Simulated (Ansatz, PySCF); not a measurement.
Si(Cl)3(vinyl) (C2H3Cl3Si), SMILES C=C[Si](Cl)(Cl)Cl. Atoms are numbered in the order given.

```xyz
9

C     -2.7078     0.7303    -0.1433
C     -1.5550     0.9349     0.5117
Si     0.0167     0.0559     0.1076
Cl    -0.2651    -1.2492    -1.4603
Cl     1.4863     1.4027    -0.4090
Cl     0.6917    -1.0060     1.7376
H     -2.7805     0.0158    -0.9695
H     -3.6233     1.2693     0.1217
H     -1.5214     1.6596     1.3354
```
Charge 0, spin multiplicity 1.

The structure is a stationary point at TPSSh-D3(BJ)/def2-SVP. Other conformers were not sampled.

Two levels are set side by side: PBE-D3(BJ)/def2-SVP (Ansatz, a quantum-chemistry and plane-wave program) and TPSSh-D3(BJ)/def2-SVP (PySCF). Each level has its own optimised geometry; the coordinates shown are those of the second. Frequencies come from the Hessian of PySCF at each geometry. Differences are taken from unrounded values.

| quantity | TPSSh-D3(BJ) | PBE-D3(BJ) | PBE-D3(BJ) minus TPSSh-D3(BJ) |
|---|---|---|---|
| mean bond length (Å) | 1.582 | 1.590 | 0.008 |
| bond C1–C2 (Å) | 1.342 | 1.347 | 0.005 |
| bond C2–Si3 (Å) | 1.846 | 1.854 | 0.008 |
| bond Si3–Cl4 (Å) | 2.059 | 2.069 | 0.009 |
| bond Si3–Cl5 (Å) | 2.059 | 2.068 | 0.009 |
| bond Si3–Cl6 (Å) | 2.059 | 2.068 | 0.009 |
| bond C1–H7 (Å) | 1.095 | 1.103 | 0.008 |
| bond C1–H8 (Å) | 1.095 | 1.103 | 0.008 |
| bond C2–H9 (Å) | 1.098 | 1.106 | 0.008 |
| highest harmonic wavenumber (cm⁻¹) | 3228 | 3159 | -69 |
| mean harmonic wavenumber (cm⁻¹) | 1008 | 980 | -28 |
| zero-point energy (kcal/mol) | 30.26 | 29.43 | -0.83 |

Exact exchange shortens and stiffens bonds; PBE has none. Differences between two approximate levels are no errors against the true value.
